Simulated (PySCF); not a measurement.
# Excitation energy of Au by level of theory

Au [Xe] 4f14 5d10 6s1 (2S) → Au [Xe] 4f14 5d10 6p1 (2P), as a difference of total energies. Computed with PySCF 2.14 in aug-cc-pVTZ-PP with one added diffuse shell each of s, p, d, f, g type with ECP60MDF (7s7p6d4f3g, 113 functions), with a scalar-relativistic core potential. Correlated levels: valence: 5s2 5p6 frozen. The calculations carry no spin-orbit coupling.

Problem. Order these methods by the excitation energy they give, lowest first.
A. PBE0
B. wB97X-V
C. SCS-MP2 (valence)
D. r2SCAN

Solution. B (39630 cm⁻¹), A (39918 cm⁻¹), C (40801 cm⁻¹), D (41119 cm⁻¹).

Errors of the correlated levels include the incompleteness of this basis and the frozen core.

For comparison: 39903 cm⁻¹ (measured; NIST levels, between the centres of gravity of the two terms).
